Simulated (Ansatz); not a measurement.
ZrIH3, SMILES [ZrH3][I], multiplicity 1.

Geometry optimised at B3LYP-D3(BJ)/def2-TZVP. The multiplicity is an assumed one; no other spin state was optimised. The structure was generated by enumeration; whether it is a known compound was not checked. The def2 effective core potentials stand for the cores of I, Zr; spin–orbit coupling is left out.

Two levels are set side by side: PBE/def2-TZVPD (Ansatz, an electronic-structure program) and PBE0/def2-TZVPD (Ansatz). Energy differences of separate SCF runs at the same geometry; the states with an electron removed or added have multiplicity 2 and 2. Differences are taken from unrounded values.

| quantity | PBE0 | PBE | PBE minus PBE0 |
|---|---|---|---|
| vertical ionisation energy (eV) | 10.23 | 9.86 | -0.38 |
| vertical electron affinity (eV) | 1.09 | 0.96 | -0.13 |
| vertical singlet–triplet gap (eV) | 3.64 | 3.38 | -0.26 |
